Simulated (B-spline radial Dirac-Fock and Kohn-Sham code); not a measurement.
## Binding energies of Ru⁺ in different valence configurations

Calculated with a radial atomic solver, using Dirac-Fock (average of configuration) total-energy differences with a finite nucleus, the Breit interaction including its frequency dependence, and self-energy and vacuum-polarisation corrections. Electron correlation is not included.

Reference: the tabulated ground configuration [Kr] 4d7, with 1s 22133.7 eV, 2p3/2 2855.8 eV, 3s 604.9 eV, 3p1/2 502.7 eV, 3d5/2 296.0 eV, 4p3/2 61.72 eV, Kα1 19277.9 eV, Kβ1 21653.5 eV, Lα1 2559.8 eV.

Q: One of these configurations gives the following shifts from the reference, in eV: average energy +7.03, 1s +10.21, 2p3/2 +10.79, 3s +10.71, 3p1/2 +10.58, 3d5/2 +10.49, 4p3/2 +7.80, Kα1 -0.58, Kβ1 -0.36, Lα1 +0.30. Which?
A. [Kr] 4d6 5p1
B. [Kr] 4d6 5s1
C. [Kr] 4d5 5s2

A: C. The others give [Kr] 4d6 5s1: 1s +4.84; [Kr] 4d6 5p1: 1s +6.26.
